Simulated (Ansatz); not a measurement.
Cost and result for the atomization energy of `C=N[CH]([AlH2])[SiH3]` (13 atoms, 12 bonds).

```xyz
13

C    -1.6076    0.3761    1.6341
N    -0.4943   -0.0146    1.1870
C    -0.2221    0.0382   -0.2160
Al    0.1350   -1.7783   -0.9059
Si    1.3807    0.9944   -0.4823
H    -1.7981    0.3244    2.7041
H    -2.4063    0.7706    0.9906
H    -1.0172    0.5182   -0.8194
H     0.3942   -1.9244   -2.4652
H     0.1628   -3.0208    0.0715
H     2.5416    0.1771   -0.0243
H     1.5483    1.2589   -1.9369
H     1.3831    2.2802    0.2628
```

Total charge 0; spin multiplicity 1. Geometry: relaxed with PBE0-D4/def2-TZVP. It is one conformer, not always the lowest. Program: Ansatz. All runs use 4 threads of an Arm Neoverse V2 on a shared host. Times are those of one run each, without the atoms' runs, and a repeat can differ threefold. Electronic energies, without spin–orbit coupling; frozen cores. CCSD(T)/CBS adds CCSD(T) − MP2 in def2-TZVPP to the MP2 limit, and its time is that of the two runs behind it. T1 = 0.012; the RHF reference is unstable towards UHF. HSE06 is the plane-wave form, built on full-range PBE exchange.

CCSD(T)/CBS is a level of theory with its own doubt, some kJ/mol a heavy atom from the limit and from the frozen cores, so smaller differences don't rank the functionals.

```
                             level  functions  wall time  atomization (kcal/mol)  difference from CCSD(T)/CBS  per bond
            LDA (SPW92)/def2-TZVPP        289      1.4 s                  1176.6                        136.7      11.4
                BLYP-D4/def2-TZVPP        289      2.4 s                  1040.6                          0.7       0.1
   PBE-D4/def2-TZVPP (with forces)        289      2.8 s                  1053.6                         13.7       1.1
               BHLYP-D4/def2-TZVPP        289      3.5 s                  1017.4                        -22.5      -1.9
               HSE06-D4/def2-TZVPP        289      3.8 s                  1038.6                         -1.3      -0.1
r2SCAN-D4/def2-TZVPP (with forces)        289      5.5 s                  1040.2                          0.3       0.0
                  CCSD(T)/def2-SVP        118      5.5 s                   983.2                        -56.7      -4.7
             r2SCANh-D4/def2-TZVPP        289        6 s                  1034.3                         -5.6      -0.5
                ωB97X-V/def2-TZVPP        289        9 s                  1046.4                          6.5       0.5
                 B97M-V/def2-TZVPP        289       11 s                  1048.5                          8.6       0.7
                    MP2/def2-QZVPP        551       33 s                  1035.7                         -4.2      -0.4
                CCSD(T)/def2-TZVPP        289      3 min                  1012.2                        -27.7      -2.3
                 CCSD(T)/CBS(def2)          –    3.5 min                  1039.9                          0.0       0.0
```

From PBE to PBE0 (25 % exact exchange), in def2-TZVPP and without D4, the atomization energy moves by −14.6 kcal/mol: exact exchange takes away binding that semilocal exchange gives to molecules. In def2-TZVPP, CCSD(T) changes the Hartree–Fock value by +260.3 kcal/mol (the triples alone add +15.1 kcal/mol) and MP2 by +267.2 kcal/mol; breaking electron pairs costs correlation energy, which Hartree–Fock lacks. The D4 term adds +11.4 kcal/mol with B3LYP and +6.0 kcal/mol with PBE0; it sums over pairs of atoms, weighted by their polarisabilities, and B3LYP, whose exchange is more repulsive, gets the larger term.

B3LYP here is the variant with VWN-RPA as its local correlation; programs differ in this.
